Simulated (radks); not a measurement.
Ionisation of the manganese ion Mn3+, [Ar] 3d4, to [Ar] 3d3 as the strength of local exchange is varied. Calculated with a radial shooting solver on a logarithmic mesh with Libxc functionals: Dirac Kohn-Sham, Slater X-alpha exchange (alpha = 2/3 is LDA exchange), no correlation, spin-unpolarised, spherical densities, point nucleus; open shells fill j = l - 1/2 first.

alpha,E(Mn3+) (hartree),exchange (hartree),IE (eV),-e of the level emptied (eV),<r> of it (bohr)
0.62,-1148.83877,-43.40266,48.145,38.748 (3d3/2),1.061
0.649,-1150.87052,-45.50568,48.887,39.425 (3d3/2),1.053
0.667,-1152.13325,-46.81424,49.352,39.850 (3d3/2),1.049
0.72,-1155.85855,-50.68165,50.735,41.117 (3d3/2),1.036
0.844,-1164.61673,-59.81378,54.065,44.182 (3d3/2),1.007
0.926,-1170.44095,-65.91712,56.338,46.285 (3d3/2),0.9891
0.983,-1174.50473,-70.18978,57.950,47.782 (3d3/2),0.9773
1.016,-1176.86313,-72.67469,58.896,48.662 (3d3/2),0.9706

NIST Atomic Spectra Database: 51.2 +/- 0.12 eV (semi-empirical). The Delta-SCF value meets it near alpha = 0.74. Spin polarisation and multiplet splitting are left out, so open shells lie too high by an amount that depends on their filling.

Beside tabulated values, note that spin-unpolarised runs miss the spin-polarisation part of the exchange energy of open shells.
